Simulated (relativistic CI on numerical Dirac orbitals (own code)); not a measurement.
## d4 in a ligand field

Computed with a parametric ligand-field model of a d^n configuration (Racah B and C, spin-orbit zeta, crystal field), exact diagonalisation.

Field parameters in Wybourne normalisation: Oh B⁴₀ = 21Dq, B⁴₄ = √(5/14) B⁴₀; Td as Oh with Dq negative (B⁴₀ = 21Dq, B⁴₄ = √(5/14) B⁴₀). The field is a parameter set, without covalency.

Q: Lowest levels for B = 680, C = 2750, ζ = 3200 cm⁻¹, Oh, 10Dq = 20300 cm⁻¹?

A: A1 0 (S 1.20), T1 3626 (S 1.29), E 6401 (S 1.30), T2 6711 (S 1.13), A2 10990 (S 1.97), T2 11420 (S 1.79), E 11962 (S 1.67), T1 12440 (S 1.75), A1 12456 (S 1.79) cm⁻¹, with S from ⟨S²⟩ = S(S + 1). The ground level has 0.31 electrons in the cubic e pair; its S is far from a half-integer, so spin-orbit coupling mixes spin states.

Q: Lowest levels for B = 640, C = 2610, ζ = 260 cm⁻¹, Oh, 10Dq = 38700 cm⁻¹?

A: A1 0 (S 1.00), T1 139 (S 1.00), T2 391 (S 1.00), E 392 (S 1.00), T2 8308 (S 0.00), E 9071 (S 0.00), A1 19079 (S 0.00), A2 22633 (S 2.00), T2 22634 (S 2.00) cm⁻¹, with S from ⟨S²⟩ = S(S + 1). The ground level has 0.01 electrons in the cubic e pair.

Q: Lowest levels for B = 750, C = 3140, ζ = 750 cm⁻¹, Oh, 10Dq = 16950 cm⁻¹?

A: A1 0 (S 1.78), T1 247 (S 1.86), E 468 (S 1.94), T2 579 (S 1.96), A2 702 (S 2.00), A1 2445 (S 1.31), T1 2664 (S 1.21), T2 2976 (S 1.05), E 3100 (S 1.10) cm⁻¹, with S from ⟨S²⟩ = S(S + 1). The ground level has 0.75 electrons in the cubic e pair; its S is far from a half-integer, so spin-orbit coupling mixes spin states.

Q: Lowest levels for B = 660, C = 2950, ζ = 790 cm⁻¹, Td, 10Dq = -4450 cm⁻¹?

A: A1 0 (S 1.99), T1 152 (S 1.99), T2 297 (S 2.00), E 786 (S 1.99), T1 874 (S 2.00), T2 1260 (S 2.00), A2 5165 (S 1.99), T2 5197 (S 1.99), E 5228 (S 1.99) cm⁻¹, with S from ⟨S²⟩ = S(S + 1). The ground level has 1.97 electrons in the cubic e pair.

Q: Lowest levels for B = 310, C = 1500, ζ = 660 cm⁻¹, Oh, 10Dq = 6650 cm⁻¹?

A: A1 0 (S 1.82), T1 241 (S 1.89), E 433 (S 1.95), T2 525 (S 1.97), A2 625 (S 1.99), A1 2363 (S 1.25), T1 2645 (S 1.15), T2 2887 (S 1.02), E 2999 (S 1.06) cm⁻¹, with S from ⟨S²⟩ = S(S + 1). The ground level has 0.82 electrons in the cubic e pair; its S is far from a half-integer, so spin-orbit coupling mixes spin states.
